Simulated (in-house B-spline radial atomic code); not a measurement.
Configurations of Eu, with energies counted from [Xe] 4f7 6s2. All numbers are computed (scalar-relativistic (X2C) TPSSh, spin-polarised, spherical fractional occupations, exact exchange averaged over the configuration; Fermi nucleus of rms radius 5.1115 fm) with a radial B-spline atomic code at the basis-set limit, not measured. Shells without spins written out take the highest spin.

Occupations are held fixed; configurations that lie above the ionisation limit could autoionise.

```csv
configuration,E - E(ref) (eV),highest orbital,its <r> (bohr)
[Xe] 4f7 5d1 6s1,1.3143,5d up,3.555
[Xe] 4f6 6s2 6p1,6.4211,6p up,4.922
[Xe] 4f6 6s2 7s1,8.5212,7s up,9.521
[Kr] 4d10 4f7 5s2 5p5 6s2 6p1,22.814,6p up,4.927
[Kr] 4d9 4f7 5s2 5p6 6s2 7d1,137.42,7d up,20.15
```

Question: Order these further configurations by energy, lowest first.
A. [Kr] 4d9 4f7 5s2 5p6 5f1 6s2
B. [Kr] 4d9 4f7 5s2 5p6 6s2 6d1
C. [Xe] 4f7 6s1 6d1
D. [Kr] 4d10 4f7 5s2 5p5 6s2 7s1
E. [Xe] 4f7 6s1 7d1

Answer: C (3.9401 eV), E (4.5031 eV), D (24.928 eV), B (136.82 eV), A (137.45 eV).
